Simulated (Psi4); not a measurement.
Psi4 input (wB97X-D/6-31G*):

```
memory 1500 MB

molecule {
1 1
B    -0.00000000   -0.00000000   -1.12599825
Cl    0.00000000    0.00000000    0.46627717
H    -0.00000000   -0.00000000   -2.29672064
symmetry c1
no_reorient
no_com
}

set {
  basis 6-31G*
  reference rks
  scf_type pk
  dft_radial_points 99
  dft_spherical_points 590
  e_convergence 1e-8
  d_convergence 1e-7
  maxiter 150
}

e = energy('wb97x-d')
print_out(f'\nFINAL {e:.10f} DIPOLE {variable("CURRENT DIPOLE")[0]:.6f} {variable("CURRENT DIPOLE")[1]:.6f} {variable("CURRENT DIPOLE")[2]:.6f}\n')
```

Output:

```
   => Loading Basis Set <=

    Name: 6-31G*
    Role: ORBITAL
    Keyword: BASIS
    atoms 1 entry B          line    94 file 6-31gs.gbs
    atoms 2 entry CL         line   340 file 6-31gs.gbs
    atoms 3 entry H          line    44 file 6-31gs.gbs

   => WB97X-D: Empirical Dispersion <=

    Chai and Head-Gordon Dispersion Correction
    Chai, J.-D.; Head-Gordon, M. (2010), J. Chem. Phys., 132: 6615-6620

        s6 =       1.000000

         ---------------------------------------------------------
                                   SCF
               by Justin Turney, Rob Parrish, Andy Simmonett
                          and Daniel G. A. Smith
                              RKS Reference
         ---------------------------------------------------------

  ==> Geometry <==

    Molecular point group: c1
    Full point group: C_inf_v

    Geometry (in Angstrom), charge = 1, multiplicity = 1:

       Center              X                  Y                   Z               Mass
    ------------   -----------------  -----------------  -----------------  -----------------
         B            0.000000000000     0.000000000000    -1.125998250000    11.009305360000
         CL           0.000000000000     0.000000000000     0.466277170000    34.968852682000
         H            0.000000000000     0.000000000000    -2.296720640000     1.007825032230

  Running in c1 symmetry.

  Rotational constants: A = ************  B =      0.62721  C =      0.62721 [cm^-1]
  Rotational constants: A = ************  B =  18803.17370  C =  18803.17370 [MHz]
  Nuclear repulsion =   33.764855304176606

  Charge       = 1
  Multiplicity = 1
  Electrons    = 22
  Nalpha       = 11
  Nbeta        = 11

  ==> Algorithm <==

  SCF Algorithm Type is PK.
  DIIS enabled.
  MOM disabled.
  Fractional occupation disabled.
  Guess Type is SAD.
  Energy threshold   = 1.00e-08
  Density threshold  = 1.00e-07
  Integral threshold = 1.00e-12

  ==> Primary Basis <==

  Basis Set: 6-31G*
    Blend: 6-31G*
    Number of shells: 16
    Number of basis functions: 36
    Number of Cartesian functions: 36
    Spherical Harmonics?: false
    Max angular momentum: 2

  ==> DFT Potential <==

   => LibXC <=

    Version 7.1.2
    S. Lehtola, C. Steigemann, M. J. T. Oliveira, and M. A. L. Marques,  SoftwareX 7, 1–5 (2018) (10.1016/j.softx.2017.11.002)

   => Composite Functional: WB97X-D <=

    wB97X-D Hyb-GGA Exchange-Correlation Functional

    J.-D. Chai and M. Head-Gordon,  Phys. Chem. Chem. Phys. 10, 6615–6620 (2008) (10.1039/B810189B)

    Deriv               =              1
    GGA                 =           TRUE
    Meta                =          FALSE

    Exchange Hybrid     =           TRUE
    MP2 Hybrid          =          FALSE

   => Exchange-Correlation Functionals <=

    1.0000   wB97X-D range-separated functional

   => Exact (HF) Exchange <=

    0.7780            HF,LR [omega = 0.2000]
    0.2220               HF

   => LibXC Density Thresholds  <==

    XC_HYB_GGA_XC_WB97X_D:  1.00E-14

   => Molecular Quadrature <=

    Radial Scheme          =       TREUTLER
    Pruning Scheme         =           NONE
    Nuclear Scheme         =       TREUTLER

    Blocking Scheme        =         OCTREE
    BS radius alpha        =              1
    Pruning alpha          =              1
    Radial Points          =             99
    Spherical Points       =            590
    Total Points           =         162867
    Total Blocks           =           1273
    Max Points             =            256
    Max Functions          =             36
    Weights Tolerance      =       1.00E-15

  ==> Integral Setup <==

  Using in-core PK algorithm.
   Calculation information:
      Number of atoms:                   3
      Number of AO shells:              16
      Number of primitives:             46
      Number of atomic orbitals:        36
      Number of basis functions:        36

      Integral cutoff                 1.00e-12
      Number of threads:                 1

  Performing in-core PK
  Using 666333 doubles for integral storage.
  We computed 9300 shell quartets total.
  Whereas there are 9316 unique shell quartets.

  Computing range-separated integrals for PK
  We computed 9300 wK shell quartets total.
  Whereas there are 9316 wK unique shell quartets.

  ==> DiskJK: Disk-Based J/K Matrices <==

    J tasked:                  Yes
    K tasked:                  Yes
    wK tasked:                 Yes
    Omega:               2.000E-01
    Schwarz Cutoff:          1E-12


  Cached 100.0% of DFT collocation blocks in 0.152 [GiB].

  Minimum eigenvalue in the overlap matrix is 4.8437960527E-03.
  Reciprocal condition number of the overlap matrix is 9.2876374721E-04.
    Using symmetric orthogonalization.

  ==> Pre-Iterations <==

  SCF Guess: Superposition of Atomic Densities via on-the-fly atomic UHF (no occupation information).

   -------------------------
    Irrep   Nso     Nmo
   -------------------------
     A         36      36
   -------------------------
    Total      36      36
   -------------------------

  ==> Iterations <==

                        Total Energy        Delta E     RMS |[F,P]|

   @RKS iter SAD:  -485.32272229093388   -4.85323e+02   0.00000e+00
   @RKS iter   1:  -485.26774647619965    5.49758e-02   4.00055e-03 DIIS/ADIIS
   @RKS iter   2:  -485.27896002484647   -1.12135e-02   2.51292e-03 DIIS/ADIIS
   @RKS iter   3:  -485.28337627233498   -4.41625e-03   7.24006e-04 DIIS/ADIIS
   @RKS iter   4:  -485.28374754938528   -3.71277e-04   9.78821e-05 DIIS
   @RKS iter   5:  -485.28375710194291   -9.55256e-06   2.46932e-05 DIIS
   @RKS iter   6:  -485.28375783433216   -7.32389e-07   5.60615e-06 DIIS
   @RKS iter   7:  -485.28375788259228   -4.82601e-08   1.09994e-06 DIIS
   @RKS iter   8:  -485.28375788412791   -1.53562e-09   7.36359e-08 DIIS
  Energy and wave function converged.

  ==> Post-Iterations <==

   Electrons on quadrature grid:
      Ntotal   =   21.9999999458 ; deviation = -5.418e-08

    Orbital Energies [Eh]
    ---------------------

    Doubly Occupied:

       1A   -102.056147     2A     -9.929281     3A     -7.674854
       4A     -7.669327     5A     -7.669327     6A     -7.293613
       7A     -1.288330     8A     -0.896112     9A     -0.824173
      10A     -0.754255    11A     -0.754255

    Virtual:

      12A     -0.268988    13A     -0.268988    14A     -0.126327
      15A      0.050947    16A      0.154600    17A      0.221361
      18A      0.221361    19A      0.227435    20A      0.319827
      21A      0.319827    22A      0.371322    23A      0.539550
      24A      0.539550    25A      0.607904    26A      0.608382
      27A      0.608384    28A      0.741338    29A      1.037699
      30A      1.037700    31A      1.081068    32A      1.267840
      33A      1.267840    34A      1.997166    35A      3.205031
      36A      4.112239

    Final Occupation by Irrep:
              A
    DOCC [    11 ]
    NA   [    11 ]
    NB   [    11 ]

  @RKS Final Energy:  -485.28375788412791

   => Energetics <=

    Nuclear Repulsion Energy =             33.7648553041766064
    One-Electron Energy =                -728.3279486242282701
    Two-Electron Energy =                 232.7514309193796862
    DFT Exchange-Correlation Energy =     -23.4719275686968878
    Empirical Dispersion Energy =          -0.0001679147590782
    VV10 Nonlocal Energy =                  0.0000000000000000
    Total Energy =                       -485.2837578841279083

Computation Completed

Properties will be evaluated at   0.000000,   0.000000,   0.000000 [a0]

Properties computed using the SCF density matrix

 Multipole Moments:

 ------------------------------------------------------------------------------------
     Multipole            Electronic (a.u.)      Nuclear  (a.u.)        Total (a.u.)
 ------------------------------------------------------------------------------------

 L = 1.  Multiply by 2.5417464519 to convert [e a0] to [Debye]
 Dipole X            :          0.0000000            0.0000000            0.0000000
 Dipole Y            :         -0.0000000            0.0000000           -0.0000000
 Dipole Z            :         -1.3043412           -0.0000000           -1.3043412
 Magnitude           :                                                    1.3043412

 ------------------------------------------------------------------------------------

FINAL -485.2837578841 DIPOLE 0.000000 -0.000000 -1.304341

*** Psi4 exiting successfully. Buy a developer a beer!
```

The dipole moment of an ion depends on the origin.
